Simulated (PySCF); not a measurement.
**Polarisability and C₆ of Tb⁵⁷⁺ (terbium, charge +57)**

[He] 2s2 2p4, high-spin 3P determinant. All numbers are calculated (PySCF 2.14, scalar relativity by spin-free X2C-1e, in an uncontracted even-tempered set (19 s from 32 bohr⁻², ratio 2.2; 13 p from 41 bohr⁻², ratio 2.2; 5 d from 170 bohr⁻², ratio 2.4; 5 f from 250 bohr⁻², ratio 2.4; 4 g from 370 bohr⁻², ratio 2.4)). Coupled (time-dependent) response in atomic units; α is the mean over directions.

```tsv
method	mean α (bohr³)	α xx, yy, zz	C₆ (like pair)	S(−4)
UHF	0.0001271	0.0001680, 4.516e-05, 0.0001680	1.008e-06	8.072e-08
PBE0	0.0001266	0.0001673, 4.527e-05, 0.0001673	1.004e-06	8.121e-08
```

S(−4) is the Cauchy moment in α(ω) = α(0) + S(−4) ω² + …

Spin-orbit coupling is absent.

α(iu) at PBE0:

```csv
u (hartree),α(iu) (bohr³)
0,0.0001266
8.00,0.0001217
16.0,0.0001099
32.0,8.467e-05
48.0,6.812e-05
64.0,5.850e-05
80.0,5.257e-05
120,4.430e-05
160,3.923e-05
240,3.155e-05
400,2.047e-05
```

For an ion, C₆ is the dispersion term alone; charge-induced terms of lower order in 1/R come first.

The components differ because the open shell of this determinant is not spherical; for a pure term their mean is the scalar polarisability.

Spin-orbit coupling is strong in this species (close to jj coupling), so the high-spin LS determinant is a model state, not a physical level.
